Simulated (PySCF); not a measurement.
InH, SMILES [InH] (connectivity only; charge and spin as stated), neutral, multiplicity 1.

Geometry optimised at PBE0-D3(BJ)/def2-TZVPD. The def2 effective core potentials stand for the cores of In; spin–orbit coupling is left out.

The numbers are results of C-PCM-B3LYP/def2-TZVPD (PySCF), not measurements.

The values are the electrostatic part of the solvation free energy, E(continuum) − E(gas) at the gas-phase geometry, in a cavity of scaled van der Waals radii (PySCF's table); cavitation and dispersion terms are not included. A continuum can't describe solvent molecules that bind to the metal. In vacuum the orbital gap is 3.58 eV. The dipole moment in vacuum is 0.99 D.

Question: Estimate the values in water (ε = 78.36), acetone (ε = 20.49), n-hexane (ε = 1.88). (The exact figures need the calculation; the answer reports its results.)

Answer: 
| solvent | ε | ΔG(elec) (kcal/mol) | dipole (D) | gap (eV) |
|---|---|---|---|---|
| water | 78.36 | -5.8 | 1.80 | 4.08 |
| acetone | 20.49 | -5.6 | 1.75 | 4.05 |
| n-hexane | 1.88 | -2.5 | 1.27 | 3.79 |
